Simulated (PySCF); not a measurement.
**How far are cheaper levels from CCSD(T)/CBS for TlS?**

PySCF; the state is a doublet (π ↑). The composite is CCSD(T) extrapolated to the basis-set limit from two correlation-consistent sets, with core-valence (CV) and scalar-relativistic (SR) terms as its label shows; it has no spin–orbit coupling and nothing beyond (T). Here it is CCSD(T)/CBS(DT). It gives Re = 2.590 Å, ωe = 266 cm⁻¹ and De = 2.97 eV to Tl + S.

```csv
level,basis,relativity,Re (Å),ωe (cm⁻¹),De (eV)
UHF-SCS-MP2,def2-SVPD,scalar-relativistic core potentials,2.658,258,2.69
UHF-SCS-MP2,x2c-TZVPPall,spin-free X2C,2.600,267,2.82
UHF-CCSD,def2-SVPD,scalar-relativistic core potentials,2.658,258,2.59
UHF-CCSD(T),aug-cc-pVDZ-PP/aug-cc-pV(D+d)Z,scalar-relativistic core potentials,2.651,257,2.71
PBE,def2-SVP,scalar-relativistic core potentials,2.635,264,3.17
PBE,def2-SVPD,scalar-relativistic core potentials,2.655,255,3.21
PW91,def2-SVP,scalar-relativistic core potentials,2.632,265,3.21
TPSS,x2c-TZVPPall,spin-free X2C,2.604,259,3.18
r²SCAN,def2-SVPD,scalar-relativistic core potentials,2.636,263,3.13
TPSSh,def2-SVP,scalar-relativistic core potentials,2.629,269,3.06
```

Q: Give the difference of each row from the composite.

A: 

| level | basis | ΔRe (pm) | Δωe (%) | ΔDe (eV) |
| --- | --- | --- | --- | --- |
| UHF-SCS-MP2 | def2-SVPD | +6.8 | -3.0 | -0.28 |
| UHF-SCS-MP2 | x2c-TZVPPall | +1.0 | +0.4 | -0.15 |
| UHF-CCSD | def2-SVPD | +6.8 | -3.0 | -0.38 |
| UHF-CCSD(T) | aug-cc-pVDZ-PP/aug-cc-pV(D+d)Z | +6.1 | -3.4 | -0.26 |
| PBE | def2-SVP | +4.5 | -0.8 | +0.20 |
| PBE | def2-SVPD | +6.5 | -4.1 | +0.24 |
| PW91 | def2-SVP | +4.2 | -0.4 | +0.24 |
| TPSS | x2c-TZVPPall | +1.4 | -2.6 | +0.21 |
| r²SCAN | def2-SVPD | +4.6 | -1.1 | +0.16 |
| TPSSh | def2-SVP | +3.9 | +1.1 | +0.09 |

Q: Which rows come closest in De?

A: TPSSh in def2-SVP (+0.09 eV), counted from the composite.

Correlated steps freeze the inner cores (9 to 39 orbitals); shallow outer-core shells are correlated. Correlated levels converge slowly with the basis: in double zeta they bind strong bonds too weakly, by up to about 1 eV, and carry superposition errors of some tenths. Spin–orbit coupling is left out, which matters for elements this heavy, above all for dissociation energies. The state is the lowest determinant that a PBE0 search found; another state may lie lower at other levels.
